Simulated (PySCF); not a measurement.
F4Se, triplet, at a GFN2-xTB geometry (a higher spin typed on purpose: for a closed-shell molecule this is an excited state). Base run: PySCF with PBE0/6-31G.

Input for PySCF:
```python
from pyscf import gto, scf, dft

mol = gto.M(
    atom='''
Se    0.000000   -0.000000    0.000000
F     1.112814    1.521769   -0.007870
F     1.521789   -1.112795    0.006445
F    -1.112814   -1.521769    0.007870
F    -1.521789    1.112795   -0.006445
''',
    basis='6-31g',
    charge=0,
    spin=2,
    verbose=4,
)

mf = dft.UKS(mol)
mf.xc = 'pbe0'
mf.kernel()
```

Each row names what was changed in the base input (with any setting that the change needs).

| change | ΔE vs base (mEh) | grid points | electrons on the grid |
|---|---|---|---|
| base | 0.000 | 77472 | 69.99991 |
| small_rho_cutoff = 0 | 0.000 | 77472 | 69.99991 |
| grids.prune = off | 0.001 | 129664 | 69.99991 |
| grids.prune = dft.gen_grid.treutler_prune | 0.001 | 70408 | 69.99991 |
| grids.level = 4 | -0.065 | 145536 | 70.00001 |
| grids.level = 0 | 17.196 | 6792 | 69.98847 |
| grids.level = 2 | -0.007 | 59496 | 69.99988 |
| grids.radi_method = mura_knowles | 0.000 | 74632 | 69.99991 |
| grids.atom_grid = (150, 974) | -0.050 | 390216 | 70.00000 |
| grids.becke_scheme = stratmann | -0.027 | 77472 | 69.99996 |
| grids.radi_method = gauss_chebyshev | -0.001 | 76872 | 69.99991 |

Open shells are given as the SCF converged; they aren't shown to be the lowest states, and a large step between rows can be another state.
